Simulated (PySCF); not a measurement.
KF, SMILES [F][K]. Atoms are numbered in the order given.

```xyz
2

K      0.0000     0.0000    -0.7119
F      0.0000     0.0000     1.5029
```

Coordinates come from a PBE-D3(BJ)/def2-TZVPD optimisation.

Computed with TDDFT-PBE/def2-TZVPD (PySCF).

Vertical excitations; the highest root listed may be one member of a degenerate set. The molecule is in vacuum. State labels are in the subgroup C2v.

Computed UV-visible absorptions:
| state | symmetry | energy (eV) | λ (nm) | f | main pairs |
|---|---|---|---|---|---|
| S1 | B1 | 3.10 | 400 | 0.003 | HOMO−1→LUMO (degenerate set) |
| S2 | B2 | 3.10 | 400 | 0.003 | HOMO→LUMO (degenerate set) |
| S3 | A1 | 3.19 | 389 | 0.043 | HOMO−2→LUMO 99 % |
| S4 | B1 | 4.58 | 271 | 0.005 | HOMO−2→LUMO+1 (degenerate set) |
| S5 | B2 | 4.58 | 271 | 0.005 | HOMO−2→LUMO+2 (degenerate set) |
| S6 | A2 | 4.59 | 270 | 0.000 | HOMO→LUMO+1, HOMO−1→LUMO+2 (degenerate set) |
| S7 | A1 | 4.59 | 270 | 0.000 | HOMO−1→LUMO+1, HOMO→LUMO+2 (degenerate set) |
| S8 | A2 | 4.61 | 269 | 0.000 | HOMO−1→LUMO+2 50 %, HOMO→LUMO+1 50 % |
| S9 | A1 | 4.62 | 268 | 0.000 | HOMO→LUMO+2 49 %, HOMO−1→LUMO+1 49 % |
| S10 | A1 | 4.88 | 254 | 0.000 | HOMO−2→LUMO+3 99 % |
| T1 | A1 | 2.98 | 416 | 0 | HOMO−2→LUMO 100 % |
| T2 | B1 | 3.06 | 405 | 0 | HOMO−1→LUMO (degenerate set) |
| T3 | B2 | 3.06 | 405 | 0 | HOMO→LUMO (degenerate set) |
| T4 | A1 | 4.54 | 273 | 0 | HOMO−1→LUMO+1 50 %, HOMO→LUMO+2 50 % |
Triplets are in the Tamm–Dancoff approximation, which puts them higher than full response would, so one can lie above its singlet here.
